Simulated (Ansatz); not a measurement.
One change: `C[O][W]([NH2])(=[O])=[S]` becomes `[NH2][W]([NH2])(=[O])=[S]`.

Ansatz, PBE0-D4/def2-TZVP geometries, multiplicity 1. Each molecule was computed in one conformer, which needn't be the lowest.

Elements past krypton have def2 core potentials.

```
                                          property  `C[O][W]([NH2])(=[O])=[S]`
           HOMO–LUMO gap (ωB97M-V/def2-TZVPP) / eV                        9.53
size of the dipole moment (ωB97M-V/def2-TZVPP) / D                        4.27
               HOMO–LUMO gap (PBE/def2-TZVPP) / eV                        3.40
    zero-point energy (PBE0-D4/def2-TZVP) / kJ/mol                       190.1
                LUMO energy (PBE0/def2-TZVPP) / eV                       -2.01
               LUMO energy (B3LYP/def2-TZVPP) / eV                       -2.19
```

**Question.** What does the change do to each property? (Best estimate.)

**Answer.** The calculation gave: 
```
                                          property  `[NH2][W]([NH2])(=[O])=[S]`  shift
           HOMO–LUMO gap (ωB97M-V/def2-TZVPP) / eV                         9.52  -0.01
size of the dipole moment (ωB97M-V/def2-TZVPP) / D                         4.35   0.08
               HOMO–LUMO gap (PBE/def2-TZVPP) / eV                         3.37  -0.03
    zero-point energy (PBE0-D4/def2-TZVP) / kJ/mol                        146.3  -43.8
                LUMO energy (PBE0/def2-TZVPP) / eV                        -1.96   0.05
               LUMO energy (B3LYP/def2-TZVPP) / eV                        -2.15   0.04
```

The zero-point energy changes by -43.8 kJ/mol with -6 modes. Dipoles are sizes alone; their direction can turn.

B3LYP here is the variant with VWN-RPA as its local correlation; programs differ in this.
